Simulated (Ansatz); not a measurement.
The scaffold silaethenyl-X carries different groups X. All species are isolated molecules in the gas phase. One relaxed conformer stands for each flexible species; it need not be the lowest. Strings in code marks are SMILES.

Quantity: vertical ionisation energy (energy after one electron is removed minus that of the parent at the parent's geometry), in eV. The restricted reference of `C=[SiH]CC`, `C=C[SiH]=C`, `C#C[SiH]=C`, `B[SiH]=C`, `C=[SiH][GeH3]` and `C=[SiH]CF` is unstable towards unrestricted orbitals.

A: `C=[SiH]CF` (C–Si–C–F torsion 128°)
B: `C=C[SiH]=C` (C–C–Si–C torsion 15°)
C: `C=[SiH][GeH3]`
D: `C=[SiH]CC` (C–Si–C–C torsion 1°)
E: `C#C[SiH]=C`
F: `B[SiH]=C`

Rank these by vertical ionisation energy (energy after one electron is removed minus that of the parent at the parent's geometry) (lowest first), as frozen-core CCSD(T)/def2-TZVPP // PBE0-D3(BJ)/def2-TZVP (Ansatz, a first-principles code) gives it.

B (8.25 eV), D (8.33 eV), E (8.54 eV), C (8.63 eV), A (8.84 eV), F (8.89 eV)
